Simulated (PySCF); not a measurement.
# Radial density of Be (beryllium, neutral)

TPSS, [He] 2s1 3s1, 3s spin antiparallel (an excited configuration). Calculation: PySCF 2.14, in aug-cc-pCVTZ-DK with one added diffuse shell each of s, p, d, f type (8s7p5d3f, 75 functions); the spin-free X2C one-electron Hamiltonian (Gaussian nucleus).

| r (bohr) | 4πr²ρ (e/bohr) |
| --- | --- |
| 0.00547 | 0.01300 |
| 0.00920 | 0.03567 |
| 0.0155 | 0.09523 |
| 0.0260 | 0.2470 |
| 0.0438 | 0.6052 |
| 0.0736 | 1.351 |
| 0.124 | 2.575 |
| 0.208 | 3.791 |
| 0.350 | 3.665 |
| 0.589 | 1.803 |
| 0.991 | 0.5200 |
| 1.67 | 0.7392 |
| 2.80 | 0.6368 |
| 4.72 | 0.1156 |
| 7.93 | 0.002763 |

Densities and radii are taken from the X2C orbitals without a picture-change correction, which distorts them close to the nucleus.

The outer electron is Rydberg-like, and this basis confines it to a smaller radius and binds it less than a complete one would. With the s spin flipped the determinant is a mixture of two multiplicities, not a spectroscopic state.
